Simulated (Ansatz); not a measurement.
Cartesian coordinates in Å:
```
C 2.0967 -0.0483 2.2797
N 1.1146 -0.4116 1.2847
C 0.8615 -1.8280 1.2893
Sc 0.3243 1.0102 0.1436
F 0.8924 2.7720 0.3919
N -1.0414 0.6411 -1.2517
C -1.5511 1.7372 -2.0423
C -1.6472 -0.6072 -1.6323
H 2.2854 1.0309 2.2711
H 1.7707 -0.3162 3.2968
H 3.0611 -0.5513 2.1089
H 0.1184 -2.1002 0.5337
H 0.4810 -2.1758 2.2625
H 1.7722 -2.4097 1.0764
H -1.3551 1.5958 -3.1166
H -1.0867 2.6848 -1.7477
H -2.6398 1.8560 -1.9278
H -1.2605 -1.4351 -1.0303
H -2.7407 -0.5910 -1.5015
H -1.4558 -0.8534 -2.6885
```

Total charge 0; spin multiplicity 1.

Problem. List the PBE/def2-TZVPP orbital energies in eV (Ansatz). (An estimate is asked.)

Solution. Computed: Occupied: -4369.10, -658.10, -467.60, -385.83, -385.81, -385.76, -379.74, -379.74, -269.35, -269.35, -269.30, -269.30, -52.44, -32.15, -31.84, -31.67, -26.48, -21.81, -21.71, -17.33, -17.26, -14.63, -14.55, -11.31, -10.89, -10.84, -10.84, -10.82, -10.70, -9.27, -9.26, -8.92, -8.76, -8.73, -8.53, -8.40, -7.22, -6.89, -5.02, -4.80. Lowest empty: -2.20, -0.89, -0.67, -0.48, 0.02, 0.06, 0.28, 1.03.
